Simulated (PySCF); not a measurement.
HSZn, SMILES [SH][Zn+], charge +1.

Geometry: B3LYP-D3(BJ)/def2-TZVP. The multiplicity is an assumed one; other spin states were not compared. The isomer is the one that the SMILES or the coordinates give; other isomers of the formula were not compared.

Level of theory: TDA-ωB97X/def2-TZVPD run with PySCF 2.14.0.

Vertical excitations.  State labels are in the subgroup Cs.

Computed lowest excited states:
| state | symmetry | energy (eV) | λ (nm) | f | main pairs |
|---|---|---|---|---|---|
| S1 | A" | 1.99 | 624 | 0.004 | HOMO→LUMO 98 % |
| S2 | A' | 4.85 | 256 | 0.217 | HOMO−1→LUMO 78 %, HOMO→LUMO+2 16 % |
| S3 | A" | 5.67 | 219 | 0.000 | HOMO→LUMO+1 95 % |
| S4 | A' | 5.93 | 209 | 0.025 | HOMO−2→LUMO 91 % |
| S5 | A' | 7.07 | 175 | 0.475 | HOMO→LUMO+2 65 %, HOMO−1→LUMO 13 % |
| S6 | A" | 7.17 | 173 | 0.011 | HOMO→LUMO+3 59 %, HOMO→LUMO+4 29 % |
| S7 | A' | 8.05 | 154 | 0.211 | HOMO−1→LUMO+1 85 % |
| S8 | A" | 8.30 | 149 | 0.068 | HOMO−1→LUMO+2 82 % |
| S9 | A" | 8.83 | 140 | 0.158 | HOMO→LUMO+4 26 %, HOMO→LUMO+7 24 %, HOMO→LUMO+3 22 %, HOMO−1→LUMO+2 10 % |
| S10 | A' | 9.32 | 133 | 0.000 | HOMO−5→LUMO 74 %, HOMO−3→LUMO 23 % |
| T1 | A" | 1.57 | 788 | 0 | HOMO→LUMO 97 % |
| T2 | A' | 3.10 | 400 | 0 | HOMO−1→LUMO 96 % |
| T3 | A' | 5.39 | 230 | 0 | HOMO−2→LUMO 94 % |
| T4 | A" | 5.55 | 223 | 0 | HOMO→LUMO+1 89 % |
Triplets are in the Tamm–Dancoff approximation.
